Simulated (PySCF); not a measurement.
Correlation energy of Ho⁵⁵⁺ (holmium, charge +55)

Starting occupation: [Ne] 3s2. All numbers are calculated (PySCF 2.14, X2C-1e with screened-nucleus spin-orbit coupling, Gaussian nucleus, in an uncontracted even-tempered set (17 s from 5.5 bohr⁻², ratio 2.6; 14 p from 7.2 bohr⁻², ratio 2.6; 6 d from 7.3 bohr⁻², ratio 2.8; 4 f from 100 bohr⁻², ratio 2.8)). Frozen: 1s2; 10 electrons correlated; the 52 highest virtual spinors left out.

MP2 pair energies summed by pair of shells (mhartree):

```json
{"pair": "3s1/2-3s1/2", "energy": "-116.97", "share (%)": "23.8"}
{"pair": "2p1/2-2p3/2", "energy": "-102.67", "share (%)": "20.9"}
{"pair": "2p3/2-2p3/2", "energy": "-97.22", "share (%)": "19.8"}
{"pair": "2p3/2-3s1/2", "energy": "-44.57", "share (%)": "9.1"}
{"pair": "2p3/2-2s1/2", "energy": "-42.67", "share (%)": "8.7"}
{"pair": "2p1/2-2p1/2", "energy": "-24.19", "share (%)": "4.9"}
{"pair": "2p1/2-2s1/2", "energy": "-22.55", "share (%)": "4.6"}
{"pair": "2p1/2-3s1/2", "energy": "-19.53", "share (%)": "4.0"}
{"pair": "2s1/2-2s1/2", "energy": "-11.49", "share (%)": "2.3"}
{"pair": "2s1/2-3s1/2", "energy": "-9.69", "share (%)": "2.0"}
```

Total MP2 correlation energy: -491.55 mhartree.

The virtual space was cut to 56 spinors, which keep -433.50 of the -491.55 mhartree of MP2 correlation.

```csv
level,correlation energy (mhartree)
CCSD,-465.43
(T),-0.66
CCSD(T),-466.09
```

Diagnostics: T1 = 0.00011, largest double amplitude 0.082.

Cost of the coupled-cluster step: roughly 29 core-seconds, for 10 occupied and 56 virtual spinors.

The coupled-cluster values are those of the cut space; adding the MP2 remainder, -58.05 mhartree, estimates the full space.

At this charge the one-electron X2C treatment keeps the bare 1/r₁₂, with no two-electron picture change or Breit term. The effect here is smaller than on the frozen 1s shell.
